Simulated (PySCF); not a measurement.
# Reading the logs of faulty runs: ClGeH4NSi

These are calculations, not measurements. They come from PySCF 2.14.0, an open-source quantum chemistry program, on an isolated molecule that a program drew, which may never have been made. The molecule is ClGeH4NSi (charge 0, singlet), drawn as the SMILES string `N[SiH2][Ge][Cl]`.

Each row is a Hartree-Fock (HF) and frozen-core CCSD(T) single point in the cc-pV(D+d)Z basis, meant for a local HF minimum. Run 1 is clean. Each other run has one planted mistake out of seven kinds, and not every kind appears here: one electron removed, one electron added, multiplicity raised by two, geometry at a saddle point, minimal basis STO-3G, one bond length entered in bohr, all coordinates scaled. The reference is restricted for singlets and unrestricted otherwise, and also for a bond in bohr. Adding or removing an electron swaps singlet and doublet. Electrons count all cores. HOMO and LUMO are orbital energies over both spins, the gradient is its largest component, and the lowest frequency (negative if imaginary) is given only where the gradient is small. Bond lengths are over the 7 bonds as drawn. T1 is the CCSD diagnostic: over 0.02 (restricted) or 0.045 (unrestricted) a single reference is doubtful. Germanium has the cc-pVDZ-PP basis, with a core potential (ECP10MDF) in place of its 10 inner electrons, and its 3s, 3p and 3d shells are frozen in CCSD(T).

Geometry of the clean run:
```xyz
8
ClGeH4NSi, angstrom
N    -0.1093    1.7633    0.0377
Si   -1.2564    0.6874   -0.6700
Ge   -0.1333   -0.6186   -2.4728
Cl    0.9204    1.1720   -3.3124
H     0.4445    2.3254   -0.5833
H    -0.3776    2.3019    0.8415
H    -1.7535   -0.2212    0.3935
H    -2.4634    1.3153   -1.2840
```

```
run  electrons  basis functions  <S^2>  HOMO (eV)  LUMO (eV)  gradient (hartree/bohr)  lowest frequency (cm^-1)  mean bond (Å)  longest bond (Å)      T1  HF (hartree)  CCSD(T) (hartree)                     mistake
  1         74              103  0.000      -8.52      -0.02                  1.9e-05                        40         1.6349             2.493  0.0144   -1098.65384        -1099.20077                    no fault
  2         75              103  0.764      -1.59       7.01                  3.0e-02                         -         1.6349             2.493  0.0131   -1098.68299        -1099.23458          one electron added
  3         74              103  2.021      -7.77      -0.56                  1.6e-02                         -         1.6349             2.493  0.0178   -1098.62739        -1099.15841  multiplicity raised by two
  4         74              103  0.000      -8.31       0.21                  4.2e-02                         -         1.5613             2.381  0.0135   -1098.63720        -1099.17988                           ?
  5         73              103  0.776     -15.61      -6.75                  5.9e-02                         -         1.6349             2.493  0.0269   -1098.37342        -1098.90406                           ?
```

**Which mistake was planted in run 4, and what did it cost?**

The mean and the longest bond both change by the same factor, 0.955, and the gradient is no longer small. So the mistake is: all coordinates scaled. Subtracting run 1 and multiplying by 627.51 kcal/mol a hartree, the energy moved by 10.4 kcal/mol in HF and 13.1 kcal/mol in CCSD(T).

**Which mistake was planted in run 5, and what did it cost?**

It counts 73 electrons, one fewer than the clean run, at the same geometry and basis. So the mistake is: one electron removed. Subtracting run 1 and multiplying by 627.51 kcal/mol a hartree, the energy moved by 176.0 kcal/mol in HF and 186.2 kcal/mol in CCSD(T).

